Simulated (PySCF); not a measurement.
F5Ta, charge -1, multiplicity 2. Atoms are numbered in the order given.

```xyz
6

Ta    -0.0183     0.0322    -0.0015
F     -0.2924     0.1731     1.9312
F      0.0538     0.3023    -1.9382
F      1.8224    -0.6059    -0.2039
F     -0.9800     1.7288    -0.0311
F     -0.4556    -1.8595     0.2540
```
Charge -1, spin multiplicity 2.

Coordinates come from a PBE-D3(BJ)/def2-SVPD optimisation. The spin state was assumed, not searched. The def2 effective core potentials stand for the cores of Ta; spin–orbit coupling is left out.

These are M06-2X/def2-SVPD run with PySCF values and carry that method's errors.

Mulliken values depend strongly on the basis, most of all with diffuse functions as here. ESP charges are fitted to the potential on shells at 1.4 to 2.0 van der Waals radii. Atomic charges (e):

```tsv
atom	ESP fit	Mulliken	Mulliken spin
Ta1	(withheld)	2.39	1.05
F2	(withheld)	-0.70	0.00
F3	(withheld)	-0.70	0.00
F4	(withheld)	-0.67	-0.01
F5	(withheld)	-0.65	-0.02
F6	(withheld)	-0.67	-0.01
```

Complete the blanks. (Estimate from the structure and the level; the computed values follow.)


- Ta1, ESP fit: 1.27
- F2, ESP fit: -0.45
- F3, ESP fit: -0.45
- F4, ESP fit: -0.45
- F5, ESP fit: -0.46
- F6, ESP fit: -0.45
